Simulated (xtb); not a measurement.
xtb job for Si(H)(F)(Br)(vinyl) (C2H4BrFSi), SMILES C=C[SiH](F)Br, GFN2-xTB. 

```
$ xtb mol.xyz --gfn 2 --sp --chrg 0 --uhf 0 --json
$ cat mol.xyz
9

Si    -0.35951248     0.27984687     0.74177302
F      0.88556664     1.12301815     1.29866753
Br     0.52976256    -1.30650608    -0.50716462
C     -1.42071295     1.39346300    -0.31957028
C     -1.24062451     2.70286888    -0.41628139
H     -0.97294838    -0.33918904     1.89550232
H     -2.21953771     0.92978653    -0.88481556
H     -0.45606422     3.20886720     0.12317207
H     -1.86203937     3.32523713    -1.04081683
```

Program output:

```
[banner left out]
          |                Calculation Setup                |
           -------------------------------------------------



           -------------------------------------------------
          |                 G F N 2 - x T B                 |
           -------------------------------------------------

        Reference                      10.1021/acs.jctc.8b01176
      * Hamiltonian:
        H0-scaling (s, p, d)           1.850000    2.230000    2.230000
        zeta-weighting                 0.500000
      * Dispersion:
        s8                             2.700000
        a1                             0.520000
        a2                             5.000000
        s9                             5.000000
      * Repulsion:
        kExp                           1.500000    1.000000
        rExp                           1.000000
      * Coulomb:
        alpha                          2.000000
        third order                    shell-resolved
        anisotropic                    true
        a3                             3.000000
        a5                             4.000000
        cn-shift                       1.200000
        cn-exp                         4.000000
        max-rad                        5.000000


          ...................................................
          :                      SETUP                      :
          :.................................................:
          :  # basis functions                  36          :
          :  # atomic orbitals                  34          :
          :  # shells                           16          :
          :  # electrons                        30          :
          :  max. iterations                   250          :
          :  Hamiltonian                  GFN2-xTB          :
          :  restarted?                      false          :
          :  GBSA solvation                  false          :
          :  PC potential                    false          :
          :  electronic temp.          300.0000000     K    :
          :  accuracy                    1.0000000          :
          :  -> integral cutoff          0.2500000E+02      :
          :  -> integral neglect         0.1000000E-07      :
          :  -> SCF convergence          0.1000000E-05 Eh   :
          :  -> wf. convergence          0.1000000E-03 e    :
          :  Broyden damping             0.4000000          :
          :  net charge                          0          :
          :  unpaired electrons                  0          :
          ...................................................

 iter      E             dE          RMSdq      gap      omega  full diag
   1    -16.9812066 -0.169812E+02  0.731E+00    4.67       0.0  T
   2    -17.0618241 -0.806175E-01  0.347E+00    4.02       1.0  T
   3    -17.0699282 -0.810408E-02  0.248E+00    4.20       1.0  T
   4    -17.0781786 -0.825043E-02  0.140E+00    4.17       1.0  T
   5    -17.0815803 -0.340170E-02  0.780E-01    4.22       1.0  T
   6    -17.0825422 -0.961888E-03  0.570E-01    4.28       1.0  T
   7    -17.0832043 -0.662163E-03  0.498E-01    4.25       1.0  T
   8    -17.0835941 -0.389741E-03  0.271E-01    4.30       1.0  T
   9    -17.0836613 -0.671979E-04  0.886E-02    4.32       1.0  T
  10    -17.0836687 -0.746941E-05  0.329E-02    4.33       1.0  T
  11    -17.0836719 -0.317696E-05  0.863E-03    4.33       3.9  T
  12    -17.0836720 -0.111996E-06  0.479E-03    4.33       7.0  T
  13    -17.0836721 -0.328004E-07  0.254E-03    4.33      13.1  T
  14    -17.0836721 -0.752570E-08  0.548E-04    4.33      60.8  T
  15    -17.0836721  0.176737E-09  0.314E-04    4.33     106.2  T

   *** convergence criteria satisfied after 15 iterations ***

         #    Occupation            Energy/Eh            Energy/eV
      -------------------------------------------------------------
         1        2.0000           -0.8838330             -24.0503
       ...           ...                  ...                  ...
         9        2.0000           -0.5179792             -14.0949
        10        2.0000           -0.4845884             -13.1863
        11        2.0000           -0.4671362             -12.7114
        12        2.0000           -0.4436269             -12.0717
        13        2.0000           -0.4422078             -12.0331
        14        2.0000           -0.4324353             -11.7672
        15        2.0000           -0.4250294             -11.5656 (HOMO)
        16                         -0.2658926              -7.2353 (LUMO)
        17                         -0.2039677              -5.5502
        18                         -0.1776025              -4.8328
        19                         -0.1396034              -3.7988
        20                         -0.0721942              -1.9645
       ...                                ...                  ...
        34                          1.0185180              27.7153
      -------------------------------------------------------------
                  HL-Gap            0.1591368 Eh            4.3303 eV
             Fermi-level           -0.3454610 Eh           -9.4005 eV

 SCC (total)                   0 d,  0 h,  0 min,  0.009 sec
 SCC setup                      ...        0 min,  0.000 sec (  0.832%)
 Dispersion                     ...        0 min,  0.000 sec (  0.459%)
 classical contributions        ...        0 min,  0.000 sec (  0.140%)
 integral evaluation            ...        0 min,  0.001 sec ( 15.292%)
 iterations                     ...        0 min,  0.005 sec ( 56.341%)
 molecular gradient             ...        0 min,  0.002 sec ( 25.949%)
 printout                       ...        0 min,  0.000 sec (  0.863%)

         :::::::::::::::::::::::::::::::::::::::::::::::::::::
         ::                     SUMMARY                     ::
         :::::::::::::::::::::::::::::::::::::::::::::::::::::
         :: total energy             -16.932645159286 Eh    ::
         :: gradient norm              0.000443184087 Eh/a0 ::
         :: HOMO-LUMO gap              4.330332429740 eV    ::
         ::.................................................::
         :: SCC energy               -17.083666982926 Eh    ::
         :: -> isotropic ES            0.032960820914 Eh    ::
         :: -> anisotropic ES         -0.002484312302 Eh    ::
         :: -> anisotropic XC         -0.009354042234 Eh    ::
         :: -> dispersion             -0.006093825885 Eh    ::
         :: repulsion energy           0.151021823640 Eh    ::
         :: add. restraining           0.000000000000 Eh    ::
         :: total charge               0.000000000000 e     ::
         :::::::::::::::::::::::::::::::::::::::::::::::::::::

           -------------------------------------------------
          |                Property Printout                |
           -------------------------------------------------

    * Orbital Energies and Occupations

         #    Occupation            Energy/Eh            Energy/eV
      -------------------------------------------------------------
         1        2.0000           -0.8838330             -24.0503
       ...           ...                  ...                  ...
         3        2.0000           -0.6896447             -18.7662
         4        2.0000           -0.6282706             -17.0961
         5        2.0000           -0.5668800             -15.4256
         6        2.0000           -0.5372785             -14.6201
         7        2.0000           -0.5352849             -14.5658
         8        2.0000           -0.5286349             -14.3849
         9        2.0000           -0.5179792             -14.0949
        10        2.0000           -0.4845884             -13.1863
        11        2.0000           -0.4671362             -12.7114
        12        2.0000           -0.4436269             -12.0717
        13        2.0000           -0.4422078             -12.0331
        14        2.0000           -0.4324353             -11.7672
        15        2.0000           -0.4250294             -11.5656 (HOMO)
        16                         -0.2658926              -7.2353 (LUMO)
        17                         -0.2039677              -5.5502
        18                         -0.1776025              -4.8328
        19                         -0.1396034              -3.7988
        20                         -0.0721942              -1.9645
        21                         -0.0347265              -0.9450
        22                         -0.0170183              -0.4631
        23                          0.0341292               0.9287
        24                          0.0346910               0.9440
        25                          0.0852675               2.3202
        26                          0.1020000               2.7756
       ...                                ...                  ...
        34                          1.0185180              27.7153
      -------------------------------------------------------------
                  HL-Gap            0.1591368 Eh            4.3303 eV
             Fermi-level           -0.3454610 Eh           -9.4005 eV

     #   Z          covCN         q      C6AA      α(0)
     1  14 Si       3.357     0.579   109.258    20.817
     2   9 F        0.706    -0.267    11.958     4.083
     3  35 Br       0.830    -0.189   190.021    22.225
     4   6 C        2.785    -0.126    31.186     9.147
     5   6 C        2.855    -0.065    29.606     8.918
     6   1 H        0.923    -0.062     4.400     3.280
     7   1 H        0.925     0.037     2.494     2.470
     8   1 H        0.926     0.047     2.361     2.403
     9   1 H        0.926     0.046     2.375     2.410

 Mol. C6AA /au·bohr⁶  :       2034.244604
 Mol. C8AA /au·bohr⁸  :      85750.892468
 Mol. α(0) /au        :         75.753097


Wiberg/Mayer (AO) data.
largest (>0.10) Wiberg bond orders for each atom

 ---------------------------------------------------------------------------
     #   Z sym  total        # sym  WBO       # sym  WBO       # sym  WBO
 ---------------------------------------------------------------------------
     1  14 Si   4.026 --     3 Br   1.102     2 F    1.098     4 C    0.906
                             6 H    0.868
     2   9 F    1.200 --     1 Si   1.098
     3  35 Br   1.236 --     1 Si   1.102
     4   6 C    3.983 --     5 C    1.985     7 H    0.976     1 Si   0.906
     5   6 C    3.988 --     4 C    1.985     8 H    0.980     9 H    0.974
     6   1 H    0.996 --     1 Si   0.868
     7   1 H    0.999 --     4 C    0.976
     8   1 H    0.998 --     5 C    0.980
     9   1 H    0.998 --     5 C    0.974
 ---------------------------------------------------------------------------

Topologies differ in total number of bonds
Writing topology from bond orders to xtbtopo.mol

molecular dipole:
                 x           y           z       tot (Debye)
 q only:       -0.780       0.219       0.103
   full:       -1.384       1.308       0.778       5.230
molecular quadrupole (traceless):
                xx          xy          yy          xz          yz          zz
 q only:        0.295      -0.930      -0.073      -1.225      -2.114      -0.222
  q+dip:        1.869       1.220      -2.485       0.959      -6.921       0.616
   full:        2.037       0.748      -2.703       0.427      -6.173       0.666


           -------------------------------------------------
          | TOTAL ENERGY              -16.932645159286 Eh   |
          | GRADIENT NORM               0.000443184087 Eh/α |
          | HOMO-LUMO GAP               4.330332429740 eV   |
           -------------------------------------------------
Note: The following floating-point exceptions are signalling: IEEE_UNDERFLOW_FLAG IEEE_DENORMAL
normal termination of xtb

------------------------------------------------------------------------
------------------------------------------------------------------------
 total:
 SCF:
```

Self-consistency was reached.

Cost: very roughly 0.03 core-seconds.
